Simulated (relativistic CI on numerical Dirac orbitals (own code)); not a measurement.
d4 in a ligand field

Computed with a parametric ligand-field model of a d^n configuration (Racah B and C, spin-orbit zeta, crystal field), exact diagonalisation.

Field parameters in Wybourne normalisation: Oh B⁴₀ = 21Dq, B⁴₄ = √(5/14) B⁴₀. The field is a parameter set, without covalency.

B = 890 cm⁻¹, C = 3740 cm⁻¹ (C/B = 4.20), Oh, no spin-orbit coupling. Tanabe-Sugano data, E/B above the lowest term (Δ = |10Dq|; b, c mark the second and third term of a kind):

| Δ/B | 5E | 5T2 | 3T1 | 3E | 3T2 | 1T2 | 1E | 1A1 |
| --- | --- | --- | --- | --- | --- | --- | --- | --- |
| 1.0 | 0.00 | 1.00 | 20.71 | 20.99 | 21.59 | 31.10 | 31.02 | 32.13 |
| 5.0 | 0.00 | 5.00 | 18.41 | 21.39 | 23.08 | 29.10 | 29.33 | 32.65 |
| 9.0 | 0.00 | 9.00 | 15.13 | 21.58 | 23.51 | 26.12 | 26.87 | 31.74 |
| 13.0 | 0.00 | 13.00 | 11.58 | 21.69 | 23.71 | 22.83 | 23.93 | 30.27 |
| 17.0 | 0.00 | 17.00 | 7.90 | 21.75 | 23.83 | 19.38 | 20.67 | 28.42 |
| 21.0 | 0.00 | 21.00 | 4.14 | 21.80 | 23.91 | 15.82 | 17.21 | 26.27 |
| 25.0 | 0.00 | 25.00 | 0.33 | 21.83 | 23.97 | 12.19 | 13.62 | 23.85 |
| 29.0 | 3.51 | 32.51 | 0.00 | 25.37 | 27.53 | 12.01 | 13.46 | 24.71 |
| 33.0 | 7.38 | 40.38 | 0.00 | 29.26 | 31.44 | 12.15 | 13.58 | 25.74 |
| 37.0 | 11.28 | 48.28 | 0.00 | 33.17 | 35.36 | 12.28 | 13.68 | 26.63 |
| 41.0 | 15.18 | 56.18 | 0.00 | 37.09 | 39.29 | 12.39 | 13.76 | 27.39 |
| 45.0 | 19.10 | 64.10 | 0.00 | 41.02 | 43.23 | 12.49 | 13.83 | 28.05 |

The ground term changes from 5E to 3T1 between Δ/B = 25.0 and 29.0.
